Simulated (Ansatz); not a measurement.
Al₇Sb₆H₂₂, a cluster cut from wurtzite AlSb (hydrogen-capped). Charge 0, multiplicity 2. Geometry PBE-D4/def2-SVP.

```xyz
35

Al    4.1613    0.0825    2.0504
Sb    4.1298   -1.8836    0.1233
Al    3.5944   -1.4646   -2.5451
Al    0.8322    1.8666    4.1643
Sb    1.4419    0.3694    1.9575
Al    0.2954    1.0011   -0.3831
Sb    0.9480   -0.9815   -2.0653
Al   -0.2584   -1.0451   -4.5190
Sb   -1.8566    1.3231    3.9260
Al   -3.4996    2.3334    1.9607
Sb   -2.3448    0.7839    0.0287
Al   -4.0088    0.9708   -2.1345
Sb   -2.7786   -1.1321   -3.4154
H     4.6409   -0.5776    3.4269
H     4.7773    1.4058    1.3959
H     5.4880   -2.9293    0.3169
H     2.9725   -3.0327    0.6553
H     4.2485   -0.0652   -2.9607
H     3.8155   -2.8518   -3.3116
H     1.3589    1.1812    5.5108
H     1.0645    3.3948    3.7528
H     0.8246   -1.1954    2.3046
H     0.7290    2.4420   -0.9145
H     0.3821   -2.3909   -1.2630
H    -0.0548    0.4049   -5.1633
H     0.0034   -2.4341   -5.2692
H    -2.6245    1.4151    5.4680
H    -1.9726   -0.3836    3.7968
H    -3.0466    3.8401    1.6714
H    -4.9948    1.8638    2.2838
H    -2.5337   -0.8290    0.5883
H    -3.6064    2.3159   -2.9012
H    -5.5024    0.5268   -1.7705
H    -2.7443   -2.4143   -2.2763
H    -3.8810   -1.9105   -4.4898
```

In the def2 sets Sb takes a core potential; there is no spin–orbit coupling. Single mean-field runs in def2-TZVP are fitted with def2-universal-jkfit.

(1) Estimate the α-spin orbital energies around the gap (eV) in Ansatz with PBE-D4/def2-TZVP, PBE0-D4/def2-TZVP.

## Answers

(1) 
| orbital | PBE-D4/def2-TZVP | PBE0-D4/def2-TZVP |
| --- | --- | --- |
| HOMO−5 | -7.04 | -8.09 |
| HOMO−4 | -6.91 | -7.89 |
| HOMO−3 | -6.91 | -7.87 |
| HOMO−2 | -6.25 | -7.16 |
| HOMO−1 | -6.25 | -7.16 |
| HOMO | -6.03 | -6.91 |
| LUMO | -2.57 | -1.90 |
| LUMO+1 | -2.32 | -1.66 |
| LUMO+2 | -2.16 | -1.51 |
| LUMO+3 | -2.16 | -1.51 |
| LUMO+4 | -2.00 | -1.30 |
| LUMO+5 | -1.89 | -1.19 |
| β HOMO | -6.14 | -6.86 |
| β LUMO | -5.83 | -5.76 |
